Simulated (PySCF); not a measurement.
**Basis and Hamiltonian dependence of the excitation energy of Zn**

Zn [Ar] 3d10 4s2 (1S) → Zn [Ar] 3d9 4s2 5s1 (3D). All values are computed (PySCF 2.14, energy differences of UHF-based or UKS calculations, no spin-orbit coupling). Values in eV.

| basis | Hamiltonian | functions | UHF | LDA | PBE0 | MP2 (valence) | CCSD(T) (valence) |
| --- | --- | --- | --- | --- | --- | --- | --- |
| aug-cc-pVDZ-PP with ECP10MDF | ECP | 54 | 12.328 | 15.618 | 14.514 | 15.180 | 14.605 |
| aug-cc-pVDZ-DK | spin-free X2C | 59 | 11.988 | 15.110 | 14.130 | 14.769 | 14.217 |
| ANO-RCC-VTZP | spin-free X2C | 59 | 14.159 | 16.768 | 15.870 | 16.697 | 16.102 |
| x2c-TZVPPall with one added diffuse shell each of s, p, d, f type | spin-free X2C | 80 | 11.913 | 15.219 | 14.153 | 14.787 | 14.212 |
| aug-cc-pVTZ-PP with ECP10MDF | ECP | 88 | 11.874 | 15.059 | 13.992 | 14.803 | 14.237 |
| aug-cc-pVTZ-DK | spin-free X2C | 93 | 11.838 | 15.091 | 14.043 | 14.739 | 14.175 |
| def2-QZVPPD | non-relativistic | 100 | 12.994 | 15.979 | 14.950 | 15.711 | n/a |
| dyall-av2z | non-relativistic | 101 | 12.471 | 15.739 | 14.698 | 15.184 | 14.667 |
| aug-cc-pwCVTZ-DK | spin-free X2C | 127 | 11.822 | 15.080 | 14.032 | 14.753 | n/a |
| aug-cc-pVQZ-PP with ECP10MDF | ECP | 135 | 11.866 | 15.070 | 14.007 | 14.905 | n/a |

Frozen in the all-electron rows: valence: [Ar]; with a core potential, the same shells as far as they lie outside it.

At UHF, aug-cc-pVDZ-PP with ECP10MDF, ANO-RCC-VTZP lie more than 0.3 eV from the median of the rows with comparable relativity. Of these, ANO-RCC-VTZP has no diffuse functions of the l that the added or promoted electron needs.

Non-relativistic rows lack the scalar-relativistic shift. The upper state lies above the first ionisation limit, where it may autoionise and the basis confines it. A Rydberg-like electron needs more diffuse functions than a valence basis has.
